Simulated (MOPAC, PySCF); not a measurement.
Isomers of C3H5Cl. Isolated molecules, 0 K electronic values unless said otherwise. Strings in code marks are SMILES.

Quantity: electronic energy of isomers of C3H5Cl relative to `C=C(C)Cl`, in eV. Semi-empirical values (MOPAC) are differences of heats of formation.

Level 1: B3LYP/6-31G* // PBE0-D3(BJ)/def2-TZVP (PySCF)
Level 2: PBE/6-31G* // PBE0-D3(BJ)/def2-TZVP (PySCF)
Level 3: HF/STO-3G // PBE0-D3(BJ)/def2-TZVP (PySCF)
Level 4: PM6 // PBE0-D3(BJ)/def2-TZVP (MOPAC)

```tsv
species	level 1	level 2	level 3	level 4
`C/C=C\Cl`	0.041	0.032	0.031	0.165
`ClC1CC1`	0.45	0.334	-0.037	0.50
`C/C=C/Cl`	0.046	0.048	0.029	0.151
```
